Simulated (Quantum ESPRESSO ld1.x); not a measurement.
Task: W XV, 60 electrons, occupied as [Kr] 4d10 4f12 5s2. All-electron calculation, scalar-relativistic Kohn-Sham, LDA (Slater exchange, VWN5 correlation), spin-polarised, spherical densities, point nucleus; open shells are filled with parallel spins first. Program: ld1.x of Quantum ESPRESSO 7.5. Some entries of the table are withheld. Estimate them.

orbital,occ.,eigenvalue (eV),<r^2> (bohr^2),r(max) (bohr)
1s down,1,-69736.3,0.0004634,0.011
1s up,1,-69736.3,0.0004634,0.011
2s up,1,-12280.0,0.007125,0.066
2s down,1,-12279.9,0.007125,0.066
2p up,3,-10780.2,0.005894,0.054
2p down,3,-10780.2,0.005893,0.054
3s up,1,-3051.65,0.04627,0.185
3s down,1,-3050.27,0.04625,0.185
3p up,3,-2607.52,0.04701,0.183
3p down,3,-2606.14,0.04698,0.183
3d up,5,-2095.99,0.03896,0.149
3d down,5,-2094.91,0.03893,0.149
4s up,1,-854.572,0.2255,0.418
4s down,1,-852.185,0.2257,0.418
4p up,3,-707.678,0.2550,(1)
4p down,3,-705.371,0.2552,(2)
4d up,5,-521.407,0.2901,0.449
4d down,5,-519.170,0.2906,0.449
5s up,1,(3),0.9934,0.901
5s down,1,(4),0.9972,0.901
4f up,7,-312.620,(5),0.415
4f down,5,-310.387,(6),0.418

Result: 
(1) 4p up r(max) (bohr): 0.439
(2) 4p down r(max) (bohr): 0.439
(3) 5s up eigenvalue (eV): -329.175
(4) 5s down eigenvalue (eV): -328.078
(5) 4f up <r^2> (bohr^2): 0.3512
(6) 4f down <r^2> (bohr^2): 0.3535
